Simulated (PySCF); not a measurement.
From computed data to an observable: oscillator strength and radiative lifetime

H₃S₂, SMILES S[SH2+], charge +1.

Coordinates come from a B3LYP-D3(BJ)/def2-TZVP optimisation. The isomer is the one that the SMILES or the coordinates give; other isomers of the formula were not compared.

PySCF with TDA-PBE/def2-TZVPD puts the first singlet state with f over 0.02 at 5.62 eV (vertical), with the transition dipole (-0.036, -0.396, 0.000) in atomic units.

Q: Find the oscillator strength, the wavelength and the radiative lifetime that this transition would have in vacuum if emission retraced absorption.

A: 
|μ|² = 0.1581 au, so |μ| = 1.01 D. ΔE = 5.62/27.211 = 0.2065 hartree. f = (2/3) ΔE |μ|² = 0.022 (the program prints 0.022).
λ = 1239.84/5.62 = 221 nm; ν = 45328 cm⁻¹.
Einstein's coefficient A = 0.6670 ν² f s⁻¹ (ν in cm⁻¹) = 3.0e7 s⁻¹, so τ = 1/A = 34 ns. This state is S2; the lower singlet has f = 0.001. The figure is the radiative limit of this one transition; relaxation, internal conversion, crossing to triplets and a medium change what is measured.
